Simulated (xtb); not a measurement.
OS₂, SMILES [O-][S+]=S. All values are semi-empirical tight-binding results from xtb (GFN2-xTB unless named), good for trends rather than for accurate numbers. Geometry optimised at GFN2-xTB.

```json
{
  "point_group_as_xtb_finds_it": "Cs",
  "orbital_gap": "1.20 eV",
  "zero_point_energy": "3.1 kcal/mol",
  "G − E(el) at 298.15 K (modified RRHO)": "-13.3 kcal/mol",
  "static polarisability (D4 model)": "45.1 bohr³",
  "solvation energy, GFN2-xTB/ALPB(water)": "-1.0 kcal/mol",
  "solvation energy, GFN2-xTB/ALPB(ether)": "-4.8 kcal/mol"
}
```
